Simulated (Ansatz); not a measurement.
Molecule: HfF₃, charge 1, multiplicity 1. SMILES: [F][Hf+]([F])[F]
Geometry from a B3LYP-D3(BJ)/def2-TZVP (Ansatz, a quantum-chemistry and plane-wave program) optimisation:
```
Hf
F 1 1.8520
F 1 1.8520 2 108.76
F 1 1.8520 2 108.76 3 118.30
```
Charge +1, spin multiplicity 1.

Task: Give the harmonic wavenumbers at B3LYP-D3(BJ)/def2-TZVP (Ansatz, finite differences of forces, unscaled).

Result: 133, 181, 181, 719, 719, 742 cm⁻¹. Zero-point energy 3.8 kcal/mol.

Task: From these and the geometry, give the ideal-gas thermochemistry at 298.15 K and 1 atm (rigid rotor, harmonic oscillator).

Result: Point group C3v, rotational symmetry number 3. Rotational constants 4.871, 4.871, 2.934 GHz. S(trans) 42.27, S(rot) 23.75, S(vib) 8.36, S(elec, spin only) 0.00, S 74.4 cal/(mol K). H(298) - H(0) 3.73 kcal/mol; G - E(el) -14.6 kcal/mol.
